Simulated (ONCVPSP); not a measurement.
# magnesium: excitation energies, all-electron against ONCV

magnesium, optimised norm-conserving Vanderbilt (ONCV), made with ONCVPSP 4.0.1 (PBE, scalar-relativistic). Core [He], reference 2s2 2p6 3s1.5 (charge +0.5). Waves: 2s+3s: rc 1.40 bohr, ncon 3, nbas 7, qcut 10.1 1/bohr, 2 projectors; 2p: rc 0.75 bohr, ncon 3, nbas 6, qcut 16.8 1/bohr, 3 projectors, debl 1.2 Ha; d scattering state at 0.03 Ha: rc 1.25 bohr, ncon 4, nbas 7, qcut 7.3 1/bohr, 2 projectors, debl 1.8 Ha. Local part: polynomial inside 0.55 bohr (lpopt 5, dvloc0 0 Ha). Core correction: none.

In the p channel the program set the typed energies aside and used -1.870, 0.250, 1.450 Ha.

Energies are relative to the spin-unpolarised reference configuration 2s2 2p6 3s1.5; without spin polarisation the order of configurations can differ from experiment.

```json
{"valence configuration": "2s2 2p6 3s2", "charge": "0", "ΔE all-electron (eV)": "-3.144", "error AE − PS (meV)": "0.0"}
{"valence configuration": "2s2 2p6 3s0", "charge": "+2", "ΔE all-electron (eV)": "19.841", "error AE − PS (meV)": "-0.7"}
{"valence configuration": "2s2 2p6 3s0 3p2", "charge": "0", "ΔE all-electron (eV)": "4.039", "error AE − PS (meV)": "+0.4"}
```

Problem. What are ΔE and the potential's error for 2s2 2p6 3s1?

Solution. ΔE = 4.816 eV all-electron; the error (AE − PS) is -0.1 meV.
